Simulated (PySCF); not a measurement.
## J couplings in C$_{2}$H$_{7}$BGeO$_{3}$

Bonds (- single, = double, # triple, : aromatic): Ge1-O2 1.798 Å, O2-B3 1.345 Å, B3-O4 1.369 Å, O4-C5 1.411 Å, C5-C6 1.548 Å, C6-O7 1.412 Å, O7-B3 1.378 Å. Ge1 carries H8, H9, H10; C5 carries H11, H12; C6 carries H13, H14.

Indirect spin–spin couplings were computed at B3LYP/pcJ-1 (pcSseg-1 on Ge) (spin–dipole term only in couplings to heteroatoms) (PySCF 2.14.0 with density-fitted response routines) on a PBE0-D3(BJ)/def2-SVP structure, for the isolated molecule, without vibrational or relativistic corrections. Couplings are averaged over pairs made equivalent by symmetry, fast rotation or ring inversion, so a value needn't be that of the named pair in this geometry, while other rotamers aren't included; one pair stands for each set, and the list holds those of at least 0.8 Hz over up to four bonds, among pairs with at least one B or C or H atom (others weren't computed).

Isotopes: 13C, 1H, 17O, 11B. Couplings to quadrupolar nuclei such as 17O and 33S are rarely resolved in practice.

| pair | bonds | J (Hz) |
| --- | --- | --- |
| O2, B3 | 1 | -25.8 |
| B3, O4 | 1 | -11.1 |
| O4, C5 | 1 | 19.7 |
| C5, C6 | 1 | 32.0 |
| C5, H11 | 1 | ? |
| O2, H8 | 2 | ? |
| B3, C5 | 2 | ? |
| O4, H11 | 2 | -7.5 |
| H8, H9 | 2 | 24.8 |
| H11, H12 | 2 | -9.9 |
| B3, H8 | 3 | 1.1 |
| B3, H11 | 3 | 2.1 |
| H11, H13 | 3 | 7.5 |
| H11, H14 | 3 | ? |

Estimate the withheld couplings, with signs.

## Answers


- 1J(C5,H11) = 152.5 Hz (bond length 1.103 Å, sp3 carbon)
- 2J(O2,H8) = -7.3 Hz (mean over equivalent pairs that range from -16.5 to -2.6 Hz in this conformer)
- 2J(B3,C5) = 3.0 Hz (angle at O4 108°)
- 3J(H11,H14) = 11.2 Hz

Relativistic effects of the heavier atoms present are left out.
